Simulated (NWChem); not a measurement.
System: WHSO2Br; SMILES [S]=[W]([OH])(=[O])[Br]

Parts of the log:

```
             Northwest Computational Chemistry Package (NWChem) 7.3.0
             --------------------------------------------------------

 C1  symmetry detected

                             Geometry "geometry" -> ""
                             -------------------------

 Output coordinates in angstroms (scale by  1.889725989 to convert to a.u.)

  No.       Tag          Charge          X              Y              Z
 ---- ---------------- ---------- -------------- -------------- --------------
    1 W                   74.0000    -0.18594525     0.41152643     0.04156680
    2 O                    8.0000    -0.78622027     0.82313856     1.56935489
    3 S                   16.0000     1.69404527     1.39844307    -0.16032508
    4 Br                  35.0000     0.16290642    -1.98068880    -0.04151324
    5 O                    8.0000    -1.35400808     1.01627729    -1.27565853
    6 H                    1.0000    -1.92467370     1.78073588    -1.40734914

 Effective nuclear repulsion energy (a.u.)    1460.1283210023

                                 NWChem DFT Module
                                 -----------------

 Summary of "ao basis" -> "ao basis" (spherical)
 ------------------------------------------------------------------------------
       Tag                 Description            Shells   Functions and Types
 ---------------- ------------------------------  ------  ---------------------
 W                         def2-tzvpp               16       56   6s4p3d2f1g
 O                         def2-tzvpp               11       31   5s3p2d1f
 S                         def2-tzvpp               14       42   5s5p3d1f
 Br                        def2-tzvpp               16       48   6s5p4d1f
 H                         def2-tzvpp                6       14   3s2p1d

            General Information
            -------------------
          SCF calculation type: DFT
          Wavefunction type:  closed shell.
          No. of atoms     :     6
          No. of electrons :    82
           Alpha electrons :    41
            Beta electrons :    41
          Charge           :     0
          Spin multiplicity:     1
          Use of symmetry is: off; symmetry adaption is: off
          Maximum number of iterations: 150
          AO basis - number of functions:   222
                     number of shells:    74
          Convergence on energy requested:  1.00D-06
          Convergence on density requested:  1.00D-05
          Convergence on gradient requested:  5.00D-04

              XC Information
              --------------
                         PBE0 Method XC Functional
                     Hartree-Fock (Exact) Exchange  0.250
          PerdewBurkeErnzerhof Exchange Functional  0.750
            Perdew 1991 LDA Correlation Functional  1.000 local
           PerdewBurkeErnz. Correlation Functional  1.000 non-local

             Grid Information
             ----------------
          Grid used for XC integration:  medium
          Radial quadrature: Mura-Knowles
          Angular quadrature: Lebedev.
          Tag              B.-S. Rad. Rad. Pts. Rad. Cut. Ang. Pts.
          ---              ---------- --------- --------- ---------
          W                   1.35      123           9.0       590
          O                   0.60       49          11.0       434
          S                   1.00       88          11.0       590
          Br                  1.15      112          12.0       590
          H                   0.35       45          12.0       434
          Grid pruning is: on
          Number of quadrature shells:   466
          Spatial weights used:  Erf1

      Superposition of Atomic Density Guess
      -------------------------------------

 Sum of atomic energies:       -3193.12144580

      Non-variational initial energy
      ------------------------------

 Total energy =   -3186.583888
 1-e energy   =   -5375.362546
 2-e energy   =    1724.784868
 HOMO         =      -0.346537
 LUMO         =      -0.028101

------------------------------------------------------------
EAF file 0: "./job.aoints.0" size=947912704 bytes
------------------------------------------------------------
               write      read    awrite     aread      wait
               -----      ----    ------     -----      ----
     calls:     1808         0         0         0         0
   data(b): 9.48e+08  0.00e+00  0.00e+00  0.00e+00
   time(s): 0.00e+00  0.00e+00  0.00e+00  0.00e+00  0.00e+00
rate(mb/s): 0.00e+00  0.00e+00
------------------------------------------------------------

     ---------------------------------------------
      Total Density - Mulliken Population Analysis
     ---------------------------------------------

    Atom       Charge   Shell Charges
 -----------   ------   -------------------------------------------------------
    1 W   14    11.27   0.02 -0.36  1.66  0.68  0.49  0.07  2.26  2.94  0.92  0.16  1.05  0.97  0.21  0.02  0.15  0.02
    2 O    8     9.05   0.79  1.18  0.62  1.00  0.30  2.07  2.21  0.85  0.00  0.02  0.00
    3 S   16    16.87   2.01  0.49  1.48  1.11  0.81  4.19  1.68  0.98  2.64  1.44  0.00  0.01  0.03  0.00
    4 Br  35    35.41   2.00  2.00  1.16  0.78  1.01  0.98  6.00  5.94  1.30  2.93  1.30  8.98  1.02 -0.01  0.02  0.00
    5 O    8     8.78   0.79  1.18  0.60  0.93  0.25  2.03  2.16  0.83  0.00  0.01  0.00
    6 H    1     0.63   0.20  0.30  0.06  0.02  0.05  0.01

   convergence    iter        energy       DeltaE   RMS-Dens  Diis-err
 ---------------- ----- ----------------- --------- --------- ---------
 d= 0,ls=0.0,diis     1  -3189.6987336308 -3.65D+03  1.99D-02  4.48D+00
 d= 0,ls=0.0,diis     2  -3182.3793096308  7.32D+00  1.58D-02  6.92D+01
 d= 0,ls=0.0,diis     3  -3190.0241767240 -7.64D+00  3.65D-03  1.61D+00
 d= 0,ls=0.0,diis     4  -3190.0915174414 -6.73D-02  1.66D-03  9.97D-01
 d= 0,ls=0.0,diis     5  -3190.1769272736 -8.54D-02  9.78D-04  6.79D-02
  Resetting Diis
 d= 0,ls=0.0,diis     6  -3190.1827149876 -5.79D-03  4.04D-04  2.87D-02
 d= 0,ls=0.0,diis     7  -3190.1862497278 -3.53D-03  2.50D-04  1.29D-03
 d= 0,ls=0.0,diis     8  -3190.1859294274  3.20D-04  1.79D-04  3.92D-03
 d= 0,ls=0.0,diis     9  -3190.1863501310 -4.21D-04  4.72D-05  3.77D-04
 d= 0,ls=0.0,diis    10  -3190.1863994485 -4.93D-05  5.95D-06  6.83D-06
 d= 0,ls=0.0,diis    11  -3190.1863997603 -3.12D-07  3.26D-06  2.78D-06

         Total DFT energy =    -3190.186399760265
      One electron energy =    -5378.457713763764
           Coulomb energy =     1865.828983889622
    Exchange-Corr. energy =     -141.551460143685
 Nuclear repulsion energy =      463.993790257561

 Numeric. integr. density =       81.999997058232

                       DFT Final Molecular Orbital Analysis
                       ------------------------------------

 Vector   39  Occ=2.000000D+00  E=-3.391456D-01
              MO Center=  1.0D-01, -1.4D+00,  1.1D-01, r^2= 3.2D+00
   Bfn.  Coefficient  Atom+Function         Bfn.  Coefficient  Atom+Function
  ----- ------------  ---------------      ----- ------------  ---------------
   147      0.482069  4 Br pz               141     -0.321228  4 Br pz
   144      0.287238  4 Br pz               150      0.264173  4 Br pz
    63      0.124253  2 O  py                64     -0.104996  2 O  pz
    66      0.105473  2 O  py               138      0.097955  4 Br pz
   102     -0.094951  3 S  px                67     -0.090450  2 O  pz

 Vector   40  Occ=2.000000D+00  E=-3.023323D-01
              MO Center=  9.2D-01,  5.8D-01, -1.8D-01, r^2= 4.1D+00
   Bfn.  Coefficient  Atom+Function         Bfn.  Coefficient  Atom+Function
  ----- ------------  ---------------      ----- ------------  ---------------
   103      0.311425  3 S  py               145      0.248450  4 Br px
   102     -0.198626  3 S  px               104     -0.188012  3 S  pz
   106      0.181849  3 S  py               139     -0.165524  4 Br px
   148      0.154859  4 Br px               142      0.150284  4 Br px
    23     -0.139370  1 W  d  2             100      0.135681  3 S  py

 Vector   41  Occ=2.000000D+00  E=-2.866160D-01
              MO Center=  1.1D+00,  1.1D+00,  9.4D-02, r^2= 3.1D+00
   Bfn.  Coefficient  Atom+Function         Bfn.  Coefficient  Atom+Function
  ----- ------------  ---------------      ----- ------------  ---------------
   104      0.413903  3 S  pz               107      0.265238  3 S  pz
   103      0.195888  3 S  py               101      0.181219  3 S  pz
    95     -0.152960  3 S  pz                62     -0.131578  2 O  px
    63     -0.125591  2 O  py               106      0.126128  3 S  py
    65     -0.112080  2 O  px                66     -0.106776  2 O  py

 Vector   42  Occ=0.000000D+00  E=-1.038188D-01
              MO Center= -2.7D-02,  2.8D-01, -8.9D-02, r^2= 3.3D+00
   Bfn.  Coefficient  Atom+Function         Bfn.  Coefficient  Atom+Function
  ----- ------------  ---------------      ----- ------------  ---------------
    19      0.408240  1 W  d -2              20      0.275697  1 W  d -1
    24      0.254867  1 W  d -2              22     -0.183217  1 W  d  1
   105      0.175520  3 S  px                25      0.172382  1 W  d -1
   107     -0.159694  3 S  pz               148      0.156868  4 Br px
    29      0.154233  1 W  d -2             102      0.132106  3 S  px

 Vector   43  Occ=0.000000D+00  E=-9.476942D-02
              MO Center=  3.7D-01,  5.6D-01, -5.1D-02, r^2= 3.4D+00
   Bfn.  Coefficient  Atom+Function         Bfn.  Coefficient  Atom+Function
  ----- ------------  ---------------      ----- ------------  ---------------
    23      0.388644  1 W  d  2             106      0.290786  3 S  py
    20      0.287815  1 W  d -1              28      0.234179  1 W  d  2
   103      0.206833  3 S  py                19     -0.194833  1 W  d -2
    25      0.179353  1 W  d -1             105     -0.169084  3 S  px
   107     -0.141377  3 S  pz                33      0.136605  1 W  d  2

 Vector   44  Occ=0.000000D+00  E=-6.102864D-02
              MO Center= -1.7D-01,  1.9D-01,  2.8D-01, r^2= 3.3D+00
   Bfn.  Coefficient  Atom+Function         Bfn.  Coefficient  Atom+Function
  ----- ------------  ---------------      ----- ------------  ---------------
    20      0.344056  1 W  d -1              23     -0.316451  1 W  d  2
   149     -0.272101  4 Br py                21     -0.261754  1 W  d  0
    69     -0.250139  2 O  py                63     -0.229208  2 O  py
    25      0.221740  1 W  d -1             135     -0.213856  4 Br s
    66     -0.191214  2 O  py                28     -0.186965  1 W  d  2

------------------------------------------------------------
EAF file 0: "./job.aoints.0" size=1585446912 bytes
------------------------------------------------------------
               write      read    awrite     aread      wait
               -----      ----    ------     -----      ----
     calls:     3024        10         0     30230     30230
   data(b): 1.59e+09  5.24e+06  0.00e+00  1.58e+10
   time(s): 0.00e+00  0.00e+00  0.00e+00  0.00e+00  0.00e+00
rate(mb/s): 0.00e+00  0.00e+00
------------------------------------------------------------

     ---------------------------------------------
      Total Density - Mulliken Population Analysis
     ---------------------------------------------

    Atom       Charge   Shell Charges
 -----------   ------   -------------------------------------------------------
    1 W   14    13.11   0.02 -0.37  1.75  0.61  0.62 -0.03  2.31  3.03  0.87  0.23  2.00  1.52  0.27  0.03  0.23  0.03
    2 O    8     8.33   0.79  1.18  0.61  0.96  0.34  1.82  1.84  0.76  0.00  0.03  0.00
    3 S   16    16.22   2.01  0.47  1.48  1.11  0.81  4.18  1.67  0.91  2.34  1.16  0.00  0.02  0.04  0.01
    4 Br  35    35.19   2.00  2.01  1.16  0.78  1.05  0.96  6.00  5.93  1.32  2.77  1.19  8.95  1.01  0.03  0.03  0.00
    5 O    8     8.39   0.79  1.18  0.58  0.91  0.28  1.90  1.91  0.82  0.00  0.01  0.00
    6 H    1     0.76   0.25  0.37  0.03  0.02  0.07  0.01

     -------------------------------------------
      Total Density - Lowdin Population Analysis
     -------------------------------------------

    Atom       Charge   Shell Charges
 -----------   ------   -------------------------------------------------------
    1 W   14    14.47   0.00  0.03  0.98  0.83  0.32  0.17  2.43  2.44  1.18  0.70  1.74  1.81  1.01  0.03  0.66  0.12
    2 O    8     8.05   0.88  1.09  0.58  0.66  0.39  1.69  1.82  0.88  0.00  0.06  0.01
    3 S   16    15.75   1.99  0.84  1.13  0.84  0.70  3.91  1.88  1.05  2.03  1.26  0.00  0.01  0.08  0.02
    4 Br  35    34.78   2.00  2.00  1.15  0.82  0.83  0.84  5.98  5.66  1.63  2.44  1.36  8.54  1.23  0.23  0.07  0.01
    5 O    8     7.83   0.87  1.08  0.50  0.54  0.30  1.73  1.83  0.93  0.00  0.04  0.00
    6 H    1     1.11   0.24  0.32  0.10  0.06  0.30  0.10

     Multipole analysis of the density
     ---------------------------------

     L   x y z        total         alpha         beta         nuclear
     -   - - -        -----         -----         ----         -------
     0   0 0 0      0.000000    -41.000000    -41.000000     82.000000

     1   1 0 0     -0.796466    -10.939800    -10.939800     21.083135
     1   0 1 0      0.200058     23.430195     23.430195    -46.660332
     1   0 0 1     -0.737622      1.987685      1.987685     -4.712991

     2   2 0 0    -47.447899   -149.864203   -149.864203    252.280507
     2   1 1 0     -3.734864    -12.449762    -12.449762     21.164661
     2   1 0 1      2.625946     -2.196245     -2.196245      7.018435
     2   0 2 0    -46.552319   -358.643313   -358.643313    670.734306
     2   0 1 1     -2.802205      3.978822      3.978822    -10.759850
     2   0 0 2    -51.143534    -88.418642    -88.418642    125.693750

            General Information
            -------------------
          SCF calculation type: DFT
          Wavefunction type:  closed shell.
          No. of atoms     :     6
          No. of electrons :    82
           Alpha electrons :    41
            Beta electrons :    41
          Charge           :     0
          Spin multiplicity:     1
          Use of symmetry is: off; symmetry adaption is: off
          Maximum number of iterations: 150
          AO basis - number of functions:   222
                     number of shells:    74
          Convergence on energy requested:  1.00D-06
          Convergence on density requested:  1.00D-05
          Convergence on gradient requested:  5.00D-04

              XC Information
              --------------
                         PBE0 Method XC Functional
                     Hartree-Fock (Exact) Exchange  0.250
          PerdewBurkeErnzerhof Exchange Functional  0.750
            Perdew 1991 LDA Correlation Functional  1.000 local
           PerdewBurkeErnz. Correlation Functional  1.000 non-local

[...]

                         DFT ENERGY GRADIENTS

    atom               coordinates                        gradient
                 x          y          z           x          y          z
   1 W      -0.351386   0.777672   0.078550    0.000595  -0.005608  -0.003484
   2 O      -1.485741   1.555506   2.965651   -0.001423   0.002177   0.005436
   3 S       3.201281   2.642674  -0.302970    0.003003   0.002144   0.000218
   4 Br      0.307849  -3.742959  -0.078449    0.000910  -0.002071   0.000406
   5 O      -2.558704   1.920486  -2.410645    0.001104  -0.001796  -0.000005
   6 H      -3.637106   3.365103  -2.659504   -0.004189   0.005154  -0.002571
```

Level: PBE0/def2-TZVPP with def2 effective core potentials on W. All runs use the structure optimised with PBE0/def2-SVP. No frequency run checked for a minimum. def2 effective core potentials on W; no spin-orbit coupling.

### Question
Reconstruct the input file.

### Answer
One answer among several that fit: the input that was run:
```
start job
memory heap 200 mb stack 900 mb global 1100 mb
geometry units angstroms noautoz
  W     -0.183834     0.320481    -0.027949
  O     -0.902387     0.787831     1.431214
  S      1.651301     1.397340    -0.175541
  Br     0.293835    -2.049166     0.060927
  O     -1.294091     0.779636    -1.449808
  H     -1.894089     1.501788    -1.664045
end
basis spherical
  W library def2-tzvpp
  O library def2-tzvpp
  S library def2-tzvpp
  Br library def2-tzvpp
  H library def2-tzvpp
end
ecp
  W library def2-ecp
end
dft
  xc pbe0
  iterations 150
  semidirect filesize 400000000
  mulliken
end
task dft gradient
```
